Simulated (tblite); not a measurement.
Species: C4H9ClO2Si.
Z-matrix (Å and degrees, GFN2-xTB geometry), rows numbered from 1:
```
C 
C   1  1.5261
O   2  1.4370  1  111.67
C   3  1.3941  2  111.91  1   -87.34
C   4  1.5253  3  106.87  2  -154.07
Cl  5  1.7640  4  110.43  3  -169.68
O   4  1.3940  3  111.14  2   -33.53
Si  7  1.6352  4  114.22  3    13.20
H   1  1.0881  2  110.87  3    66.33
H   1  1.0866  2  109.50  3  -173.74
H   1  1.0884  2  110.22  3   -53.73
H   2  1.0914  1  109.50  3   114.97
H   4  1.1060  3  111.06  2    86.28
H   5  1.0895  4  109.45  3    71.23
H   5  1.0891  4  109.59  3   -50.28
H   8  1.4538  2  113.70  1   -13.73
H   8  1.4569  2  113.05  1  -150.50
```

Method: GFN2-xTB as coded in tblite; computed harmonic values from a numerical Hessian at the method's own geometry, unscaled. Errors from tens to a few hundred cm⁻¹ against measured bands are possible. Modes of hydrogen on silicon can be 10 to 20 % off. One conformer, not necessarily the lowest.

Harmonic wavenumbers (cm⁻¹): 45.8, 77.0, 86.8, 180.5, 201.3, 240.9, 298.3, 381.7, 434.1, 486.3, 526.7, 583.6, 630.9, 645.2, 722.4, 763.2, 770.6, 810.2, 910.0, 926.5, 991.4, 1008.8, 1025.2, 1063.7, 1100.7, 1119.8, 1138.6, 1209.1, 1225.5, 1287.0, 1304.7, 1326.0, 1397.4, 1412.5, 1484.0, 1499.0, 2318.6, 2348.9, 2806.3, 2957.3, 2996.1, 3002.9, 3022.9, 3030.2, 3043.3.

A = 3029, B = 798.8, C = 702.8 MHz; mass 152.006 u (most abundant isotopes); point group C1, symmetry number 1.

**Question.** What is the zero-point energy?

**Answer.** Half the sum of the wavenumbers: 27421 cm⁻¹ = 328.03 kJ/mol.

**Question.** What is S at 298.15 K and 1 bar for an ideal gas of classical rigid rotors and harmonic oscillators?

**Answer.** Translation 171.51, rotation 123.95, vibration 111.81: S = 407.3 J/(mol K).

**Question.** And Cp and H(298.15 K) − H(0)?

**Answer.** Cp = 152.91 J/(mol K), of which vibrations give 119.66 (their classical limit is 45 R = 374.2); H(298.15 K) − H(0) = 27.51 kJ/mol without the zero-point energy, 17.60 from vibrations.

**Question.** How do the functions run with temperature in this model?

**Answer.** 
```tsv
T (K)	S (J/(mol K))	Cp (J/(mol K))	H − H(0) (kJ/mol)	G − H(0) (kJ/mol)	ln q(vib)
50	249.0	53.8	2.09	-10.36	0.52
100	292.5	73.4	5.28	-23.96	1.66
373.15	444.8	182.6	40.11	-125.88	8.14
500	504.4	224.6	66.05	-186.14	11.17
750	607.0	280.9	129.82	-325.46	16.97
1000	693.1	316.4	204.79	-488.28	22.35
```

q(vib) and H(0) count from the zero-point level.

**Question.** What must be added to the electronic energy to get the Gibbs energy at 298.15 K and 1 bar?

**Answer.** ZPE + [H(298.15 K) − H(0)] − T·S = 328.03 + 27.51 − 121.43 = 234.11 kJ/mol.

**Question.** Blend soft modes into free rotors: weight 1/[1 + (100 cm⁻¹/ν̃)⁴] for the oscillator and the rest for a rotor with moment μB/(μ + B), μ = h/(8π²ν), B = 10⁻⁴⁴ kg m². What vibrational entropy results?

**Answer.** 101.82 J/(mol K) in place of 111.81, which changes −T·S at 298.15 K by +2.98 kJ/mol.

Hindered rotation and anharmonicity are outside this model. Other conformers, if any are populated, would add a mixing term that is left out. The structure is chiral; the term R ln 2 for an equal mix with its mirror image is left out.
